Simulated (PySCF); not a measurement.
silole (C₄H₆Si), SMILES C1=C[SiH2]C=C1. Atoms are numbered in the order given.

```xyz
11

C      0.0000    -0.7406    -1.2943
C      0.0000    -1.3581    -0.0870
Si     0.0000     0.0000     1.2060
C      0.0000     1.3581    -0.0870
C      0.0000     0.7406    -1.2943
H      0.0000    -1.2809    -2.2497
H      0.0000    -2.4467     0.0109
H     -1.2102     0.0000     2.0848
H      1.2102     0.0000     2.0848
H      0.0000     2.4467     0.0109
H      0.0000     1.2809    -2.2497
```

Geometry optimised at r2SCAN-D4/def2-SVP.

All values below come from PBE/def2-TZVP (PySCF).

Atomic charges (e):

| atom | IAO | Mulliken |
|---|---|---|
| C1 | -0.14 | -0.09 |
| C2 | -0.43 | -0.22 |
| Si3 | 0.72 | 0.22 |
| C4 | -0.43 | -0.22 |
| C5 | -0.14 | -0.09 |
| H6 | 0.15 | ? |
| H7 | 0.16 | ? |
| H8 | -0.10 | ? |
| H9 | -0.10 | ? |
| H10 | 0.16 | ? |
| H11 | 0.15 | ? |

Fill in the missing entries. (An estimate is asked for; the answer gives what the named calculation found.)


- H6, Mulliken: 0.11
- H7, Mulliken: 0.12
- H8, Mulliken: -0.02
- H9, Mulliken: -0.02
- H10, Mulliken: 0.12
- H11, Mulliken: 0.11

Give the Mayer and Wiberg (Löwdin basis) orders of the bonds. (An estimate is asked for; the answer gives what the named calculation found.)


```
bond    Mayer  Wiberg
------  -----  ------
C1–C2    1.86    1.97
C2–Si3   1.01    1.10
Si3–C4   1.01    1.10
C1–C5    1.07    1.26
C4–C5    1.86    1.97
C1–H6    0.94    0.84
C2–H7    0.93    0.86
Si3–H8   0.92    0.91
Si3–H9   0.92    0.91
C4–H10   0.93    0.86
C5–H11   0.94    0.84
```
